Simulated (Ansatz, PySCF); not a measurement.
This Ansatz (a quantum-chemistry and plane-wave program) input computes a PBE0/def2-TZVPD energy:

Ansatz 0.2 input:
```yaml
crystal:
  periodic: [false, false, false]
  atoms:
    - {symbol: B, position_ang: [0.04464608, 0.16872559, -0.07547794]}
    - {symbol: Cl, position_ang: [1.19108183, 1.32416079, -0.74580513]}
    - {symbol: Cl, position_ang: [0.62736663, -1.41953979, 0.45194296]}
    - {symbol: O, position_ang: [-1.23661918, 0.52514328, 0.01616638]}
    - {symbol: C, position_ang: [-2.27146034, -0.31335029, 0.53965100]}
    - {symbol: H, position_ang: [-2.06130161, -0.57481840, 1.57642695]}
    - {symbol: H, position_ang: [-2.35848035, -1.22450087, -0.05167697]}
    - {symbol: H, position_ang: [-3.19535667, 0.25608988, 0.48105956]}
basis:
  gaussian:
    orbitals: def2-TZVPD
hamiltonian:
  xc: {name: PBE0}
output: {forces: true}
```

Q: Write an input for the same energy in PySCF and say what it gives.

A: 
```python
from pyscf import gto, scf, dft

mol = gto.M(
    atom='''
    B     0.04464608    0.16872559   -0.07547794
    Cl    1.19108183    1.32416079   -0.74580513
    Cl    0.62736663   -1.41953979    0.45194296
    O    -1.23661918    0.52514328    0.01616638
    C    -2.27146034   -0.31335029    0.53965100
    H    -2.06130161   -0.57481840    1.57642695
    H    -2.35848035   -1.22450087   -0.05167697
    H    -3.19535667    0.25608988    0.48105956
    ''',
    basis='def2-tzvpd',
    charge=0,
    spin=0,
    verbose=4,
)

mf = dft.RKS(mol, xc='pbe0').density_fit(auxbasis='def2-universal-jkfit')
mf.grids.level = 3
mf.conv_tol = 1e-9
mf.max_cycle = 100
mf.max_memory = 1500
mf.kernel()
if not mf.converged:
    mf = mf.newton()
    mf.kernel(mf.make_rdm1())
mf.analyze()
```
It gives -1060.13227 Eh, and Ansatz -1060.13221 Eh, a difference of 0.06 mEh, from the treatment of integrals and grids.
